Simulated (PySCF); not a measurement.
**Be (beryllium, neutral) across methods**

[He] 2s2, closed-shell 1S. All numbers are calculated (PySCF 2.14, no relativity, point nucleus, in aug-cc-pVTZ with one added diffuse shell each of s, p, d, f type (6s5p4d3f, 62 functions)).

```csv
method,E (hartree),mean ε 1s (eV),mean ε 2s (eV),Σ⟨r²⟩ (bohr²),⟨S²⟩
BP86,-14.6583,-106.42,-5.708,16.84,0.000
PBE,-14.6287,-106.15,-5.611,16.85,0.000
UHF,-14.57288,-128.78,-8.416,17.33,0.000
LDA,-14.4464,-104.83,-5.601,17.06,0.000
PBE0,-14.6359,-111.95,-6.495,16.81,0.000
BHandHLYP,-14.6636,-118.07,-7.235,16.87,0.000
wB97X-V,-14.6622,-113.92,-8.626,16.81,0.000
MN15,-14.6603,-111.28,-6.720,17.30,0.000
```

Q: Estimate the same row for r2SCAN.

A: E (hartree) = -14.6483; mean ε 1s (eV) = -108.64; mean ε 2s (eV) = -5.747; Σ⟨r²⟩ (bohr²) = 16.99; ⟨S²⟩ = 0.000.
